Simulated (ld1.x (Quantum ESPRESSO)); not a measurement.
# Varying the TM potential for Te

Base potential:

ld1.x (Quantum ESPRESSO) 7.5 input, shortened:

```
&input
   title='Te', zed=52., rel=1, dft='BP', iswitch=3,
   config='[Kr] 4d10 4f-2 5s2 5p4'
 /
 &inputp
   pseudotype=2, tm=.true., lloc=-2, rcloc=1.20,
   nlcc=.true., rcore=1.00
 /
4
5S  1  0   2.00   0.00  1.60  1.60  0.0
5P  2  1   4.00   0.00  2.10  2.10  0.0
4D  3  2  10.00   0.00  1.00  1.00  0.0
4F  4  3  -2.00   0.15  1.65  1.65  0.0
 &test
   configts(1)='4d10 5s2 5p4'
 /
```

Cutoffs, loose and tight: the cutoffs (Ry, on a coarse ladder) from which the occupation-weighted sum of valence levels, in a spherical-Bessel basis at the reference potential, stays within 10 and 1 mRy of its value at 400 Ry. They do not see the model core or the augmentation charge, which bear on the density cutoff. Test errors are all-electron minus pseudo excitation energies from the reference, over the configurations 4d10 5s2 5p3; 4d10 5s2 5p2; 4d10 5s2 5p1; 4d9 5s2 5p4; 4d10 5s0 5p6; 4d10 5s1 5p4; 4d9 5s2 5p5. A dash means not determined; rows that change the core or the reference have their own tests.

A true bound ghost makes a file unfit for plane-wave use even where its test errors are small: the radial tests pick states by their node count and pass the ghost by.

```tsv
change	outcome	cutoff, loose	cutoff, tight	bound ghosts	largest test error (meV)
base	generated	120 Ry	200 Ry	s	-144
wave 4f channel at 0.15 Ry: rc 1.65 bohr becomes 4f channel at 0.15 Ry: rc 1.30 bohr	generated	120 Ry	200 Ry	s	-144
core [Kr] 4d10, valence charge 6; reference 5s2 5p3; waves now 5s (bound): rc 1.90 bohr; 5p (bound): rc 1.95 bohr; 5d channel at 0.25 Ry: rc 1.90 bohr; local potential the d channel; core correction Bessel-smoothed model core, default radius (core density twice the valence density)	generated	30 Ry	40 Ry	s, p	-171
core correction a·sin(br)/r model core inside 0.80 bohr	generated	120 Ry	200 Ry	s	-148
wave 5s (bound): rc 1.60 bohr becomes 5s (bound): rc 1.88 bohr	generated	120 Ry	200 Ry	s	-136
reference 4d10 5s2 5p2	generated	120 Ry	200 Ry	s	-482
all radii but the core radius scaled by about 0.93 (s 1.48, p 1.94, d 0.92, f 1.54 bohr); local potential all-electron potential smoothed inside 1.12 bohr (lloc = -2)	generated	120 Ry	160 Ry	s	+712
```
